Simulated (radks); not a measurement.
Results of a calculation; reference values are marked as such.
Species: the ruthenium ion Ru40+. Configuration: [He] 2s2.

Level of theory: non-relativistic Kohn-Sham, TPSS, spin-polarised, spherical densities, point nucleus; meta-GGA in the generalised Kohn-Sham scheme; relativity is left out, which matters for an element this heavy (a radial shooting solver on a logarithmic mesh with Libxc functionals).

Energy parts (Ry):
part                       energy
total                 -4704.00723
kinetic                4703.78134
electron-nucleus      -9542.17862
Hartree                 205.93640
exchange-correlation    -71.54635

Orbitals (lengths in bohr, moments of r in powers of bohr; <r^-3> diverges for s and p1/2):
orbital,occ.,eigenvalue (Ry),<r^2>,<r>,<r^-3>
1s,2,-1827.763,0.001584,0.03444,-
2s,2,-432.3155,0.02326,0.1412,-

The highest occupied level is 2s at -5882.0 eV. The density falls to 0.001 e/bohr^3 at r = 0.47 bohr. For comparison, the ionisation energy in NIST's Atomic Spectra Database is 6137 eV (semi-empirical). In exact Kohn-Sham theory the highest level is minus the ionisation energy, but local and semilocal functionals leave it too shallow, through self-interaction and a potential that decays too fast; potentials with the right tail come closer.
